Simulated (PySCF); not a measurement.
# Core-level binding energies of `CC[Si@H](P)CCl`

Compound: C3H10ClPSi.
Geometry (PBE0-D3(BJ)/def2-SVP, Å), atoms numbered from 1 in this order:
```
atom  x, y, z in Å
C1    -2.3139    0.6323    0.4066
C2    -1.3383    0.7670   -0.7587
Si3    0.4490    1.0314   -0.2332
P4     1.1822   -0.8137    0.8764
C5     0.5425    2.4616    1.0102
Cl6   -0.2672    3.9082    0.3222
H7    -2.3458    1.5573    1.0034
H8    -3.3389    0.4373    0.0550
H9    -2.0351   -0.1920    1.0826
H10   -1.6132    1.6243   -1.3968
H11   -1.3743   -0.1224   -1.4119
H12    1.3085    1.3693   -1.4091
H13    2.5547   -0.4159    0.8428
H14    1.2866   -1.5939   -0.3167
H15    0.0322    2.2093    1.9514
H16    1.5788    2.7399    1.2505
```

Computed, not measured: delta-SCF UKS SCAN, pcX-2 on the ionised atom, pcseg-1 elsewhere, spin-free X2C (PySCF). These are vertical core ionisation energies against the vacuum level, from separate self-consistent calculations with and without the core hole.

Q: What binding energy does each computed site have?

A: 
```tsv
atom(s)	bonded to	level	binding energy (eV)	2p1/2 (eV)	above the level's lowest (eV)	count
C1	C and 3 H	C 1s	290.72	–	+0.48	1
C2	C, 2 H and Si	C 1s	290.24	–	0.00	1
Si3	2 C, H and P	Si 2p3/2	106.49	107.11	0.00	1
Si3	2 C, H and P	Si 1s	1846.24	–	0.00	1
P4	2 H and Si	P 2p3/2	136.25	137.14	0.00	1
P4	2 H and Si	P 1s	2149.77	–	0.00	1
C5	Cl, 2 H and Si	C 1s	291.67	–	+1.43	1
Cl6	C	Cl 2p3/2	205.83	207.49	0.00	1
Cl6	C	Cl 1s	2828.43	–	0.00	1
```

The listed C 1s values span 1.43 eV, from C2 (bonded to C, 2 H and Si) to C5 (bonded to Cl, 2 H and Si). Summing the Pauling electronegativity differences to the bonded atoms, each weighted by its formal bond order, gives -1.35 for the lowest site and -0.74 for the highest; no listed site has a larger sum than the highest.

Q: Give the binding energy of Si 1s of Si3 in hartree and in kJ/mol.

A: 1846.24 eV = 67.8481 Eh = 178135 kJ/mol.

Spin–orbit and ligand-field terms were added within each 2p shell after the spin-free SCF. 2p1/2 minus 2p3/2 (ligand field included): Si 0.62 eV, P 0.89 eV, Cl 1.65 eV. The structure is a single PBE0-D3(BJ)/def2-SVP conformer in the gas phase; no vibrational or solvent corrections.

The run took 1.8 min of wall time on one thread, Arm Neoverse V2, no GPU, shared host.
